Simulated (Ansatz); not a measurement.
Ansatz results at the PBE0-D4/def2-TZVP geometry: size of the dipole moment (B3LYP/def2-TZVPP) 0.86 D; LUMO energy (ωB97M-V/def2-TZVPP) 1.83 eV; size of the dipole moment (PBE/def2-TZVPP) 0.77 D.

Each molecule was computed in one conformer, which needn't be the lowest.

Question: Which molecule gave them?
A. `BN[SiH](C)C`
B. `C[Si](C)(C)[N]([GeH3])[Si](C)(C)C`
C. `C[SiH2]N(C)[SiH3]`
D. `C=CN([SiH3])[SiH2]Cl`

Answer: D. The others give `BN[SiH](C)C`: 1.54, 1.79, 1.67; `C[Si](C)(C)[N]([GeH3])[Si](C)(C)C`: 0.25, 1.95, 0.31; `C[SiH2]N(C)[SiH3]`: 1.22, 2.04, 1.27.

B3LYP here is the variant with VWN-RPA as its local correlation; programs differ in this.
